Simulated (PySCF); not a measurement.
# B: excitation energy

B [He] 2s2 2p1 (2P) → B [He] 2s1 2p1 3d1 (high-spin determinant), as a difference of total energies. Computed with PySCF 2.14 in dyall-acv3z, with the spin-free X2C one-electron Hamiltonian (Gaussian nucleus). Correlated levels: valence: 1s2 frozen; valence and next inner shell: nothing frozen; virtual orbitals above 40 to 60 times the deepest correlated orbital energy dropped. The calculations carry no spin-orbit coupling.

```csv
method,excitation energy (eV)
UHF,10.772
LDA,11.589
PBE,11.395
PBE0,11.504
r2SCAN,11.398
r2SCAN0,11.547
M06-L,11.447
B97-3,11.636
M06-2X,12.058
MP2 (valence),11.845
SCS-MP2 (valence),12.134
MP2 (valence and next inner shell),11.878
SCS-MP2 (valence and next inner shell),12.163
```

Question: How much does correlation contribute at MP2 (valence and next inner shell)?

Answer: 11.878 − (10.772) = 1.106 eV, measured against UHF.

The upper state lies above the first ionisation limit, but in LS coupling its spin forbids autoionisation to the ground ion. A Rydberg-like electron needs more diffuse functions than a valence basis has.

The promoted electron is Rydberg-like, and one or two diffuse shells describe it only roughly, which tends to raise the upper state.

In the upper state the promoted electron has a positive orbital energy at LDA, PBE, PBE0, r2SCAN, r2SCAN0, M06-L, B97-3, M06-2X, so the basis confines it.

The determinant of the upper state mixes LS terms, which raises its energy above the lowest term, most at the Hartree-Fock and MP2 levels.
